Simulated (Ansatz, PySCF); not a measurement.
Input for PySCF:
```python
from pyscf import gto, scf, dft

mol = gto.M(
    atom='''
O    -0.00000000   -0.00000000   -0.97800273
S     0.00000000    0.00000000    0.48900137
''',
    basis='def2-tzvp',
    spin=2,
    verbose=4,
)

mf = dft.UKS(mol)
mf.xc = 'pbe0'
mf.grids.atom_grid = (99, 590)
mf.grids.prune = None
mf.kernel()
```

Convert this to an input for Ansatz (a first-principles code).

This is not unique; one that fits is 
Ansatz 0.2 input:
```yaml
crystal:
  periodic: [false, false, false]
  atoms:
    - {symbol: O, position_ang: [-0.00000000, -0.00000000, -0.97800273]}
    - {symbol: S, position_ang: [0.00000000, 0.00000000, 0.48900137]}
basis:
  gaussian:
    orbitals: def2-TZVP
hamiltonian:
  xc: pbe0
magnetization: {spin_polarized: true, initial_magnetization: 2}
accuracy: high
```

Both were run: PySCF gave -473.193294 Eh and Ansatz -473.193294 Eh, 0.000 mEh apart.
